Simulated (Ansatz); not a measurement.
Job for Ansatz (a first-principles code): U-PBE/def2-TZVPP on FeSb, 2S+1 = 6, a spin state set in the input, which need not be the lowest, a point of a bond scan (R = 2.441 Å). Elements past Kr take the def2 small-core potentials; no spin–orbit coupling.

Ansatz 0.2 input:
```yaml
crystal:
  periodic: [false, false, false]
  atoms:
    - {symbol: Fe, position_ang: [0.00000000, 0.00000000, 0.00000000]}
    - {symbol: Sb, position_ang: [0.00000000, 0.00000000, 2.44121100]}
basis:
  gaussian:
    orbitals: def2-TZVPP
    pivot_positions_ang: [[0.00000000, 0.00000000, 0.00000000], [0.00000000, 0.00000000, 2.44121100]]
hamiltonian:
  xc: {name: PBE}
magnetization: {spin_polarized: true, initial_magnetization: 5}
output: {forces: true, orbitals: {seedname: ./end}}
```

The log:

```
WARN ansatz: RAYON_NUM_THREADS=1 ignored (pool sized by the plan → 1); use --threads N
Functional definition: PBE
integrals: 0.04 GiB planned
854 factors; their error is unknown
mean field: 0.38 GiB planned
mean field evaluation 1: about -40896.2235 eV, gradient 9.2e1 eV
mean field evaluation 2: about -40440.4592 eV, gradient 2.7e2 eV
mean field evaluation 4: about -40915.3381 eV, gradient 2.6e1 eV
mean field evaluation 8: about -40911.6243 eV, gradient 4.1e1 eV
mean field evaluation 16: about -40917.9470 eV, gradient 9.0e-4 eV
mean field evaluation 32: about -40917.9482 eV, gradient 3.9e-4 eV
mean field evaluation 64: about -40917.4258 eV, gradient 2.4e-6 eV
mean field evaluation 96: about -40917.9244 eV, gradient 1.1e0 eV
mean field evaluation 128: about -40914.2236 eV, gradient 1.8e1 eV
mean field evaluation 160: about -40915.8088 eV, gradient 8.0e0 eV
mean field evaluation 192: about -40917.9382 eV, gradient 1.7e0 eV
mean field -40917.94822273 eV, -1503.7068620037 hartree, gradient 8.3e-6 eV, S^2 8.791241; 17 other end points of the search recorded, 0 dependent functions left out
the calculation of the forces begins
reference -40917.94825517 eV, -1503.7068631960 hartree; 27, 22 occupied and 87, 92 virtual orbitals, 854 factors
Total energy: -40917.94825517 eV, -1503.7068631960 hartree
Atom 0 at     0.000000     0.000000     0.000000 Å, force     0.000000    -0.000000     0.290488 eV/Å
Atom 1 at     0.000000     0.000000     2.441211 Å, force    -0.000000     0.000000    -0.290488 eV/Å
Dipole moment:     0.000000    -0.000000    -0.648048 e Å
```

Self-consistency was reached.

Cost: about 28 core-seconds (a rough figure).
